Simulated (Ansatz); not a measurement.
Isomers of C$_{3}$H$_{8}$AlB, relaxed with PBE0-D4/def2-TZVP in Ansatz; electronic energies, one conformer each and not always the lowest. Functionals use def2-TZVPP; CBS adds triple-zeta CCSD(T) − MP2 to the MP2 limit of def2-TZVPP and def2-QZVPP.

Task: Order them by energy at frozen-core CCSD(T)/CBS, lowest first. (Estimate.)
A. `B[C]1([AlH2])CC1`
B. `[BH2][Al]1[CH2][CH]1C`
C. `B[C](=C)[AlH][CH3]`
D. `CC[B]1[CH2][AlH]1`

Result: C (0.0 kcal/mol), D (7.5 kcal/mol), A (14.4 kcal/mol), B (36.7 kcal/mol).

Task: How do r2SCAN-D4, B3LYP, HF/CBS(def2), B3LYP-D4 place them (kcal/mol, against `B[C](=C)[AlH][CH3]`)? (Best estimate.)

Result: The calculation gave: 
```json
{"isomer": "`B[C]1([AlH2])CC1`", "r2SCAN-D4": "12.8", "B3LYP": "17.6", "HF/CBS(def2)": "18.9", "B3LYP-D4": "16.7"}
{"isomer": "`CC[B]1[CH2][AlH]1`", "r2SCAN-D4": "3.3", "B3LYP": "10.1", "HF/CBS(def2)": "25.4", "B3LYP-D4": "10.1"}
{"isomer": "`[BH2][Al]1[CH2][CH]1C`", "r2SCAN-D4": "30.4", "B3LYP": "36.3", "HF/CBS(def2)": "49.1", "B3LYP-D4": "36.9"}
```

B3LYP here is the variant with VWN-RPA as its local correlation; programs differ in this.
